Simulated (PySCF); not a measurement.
Diatomic cations of Na with the alkaline earths

PBE with double-zeta basis sets in PySCF, for the lowest determinant that a PBE0 search found; no spin–orbit coupling. De refers to high-spin ground-configuration atoms (the charge goes to the atom of lower measured ionisation energy or higher electron affinity, which is not always the lowest computed limit). A positive dipole points towards Na; it is taken about the centre of mass and depends on that origin.

| M | basis | charged atom | state (unpaired electrons) | Re (Å) | ωe (cm⁻¹) | De (eV) | μ (D) |
| --- | --- | --- | --- | --- | --- | --- | --- |
| Be | cc-pVDZ | Na+ | singlet (closed shell) | 2.957 | 202 | 0.47 | 0.63 |
| Mg | cc-pVDZ | Na+ | singlet (closed shell) | 3.203 | 150 | 0.66 | 2.74 |
| Ca | def2-SVP | Na+ | singlet (closed shell) | 3.543 | 136 | 1.06 | 1.89 |
| Sr | def2-SVP | Na+ | singlet (closed shell) | 3.679 | 117 | 1.19 | 3.75 |

The shortest bond is that of NaBe⁺ (2.957 Å), the longest that of NaSr⁺ (3.679 Å).

The rows differ in basis set, which adds steps of its own.

Down a group the atoms grow and get heavier, so bonds lengthen and wavenumbers fall; this series shows no clear exception.

Closed-shell solutions of metal pairs were not tested for spin polarisation, which can lower them a little. Weak bonds: NaBe⁺. Basis-set superposition, not corrected here, can be much of De in a small basis, most of all at correlated wavefunction levels. For an ion De counts to the pair picked by the measured ionisation energies or electron affinities, which need not be the lowest pair at this level.
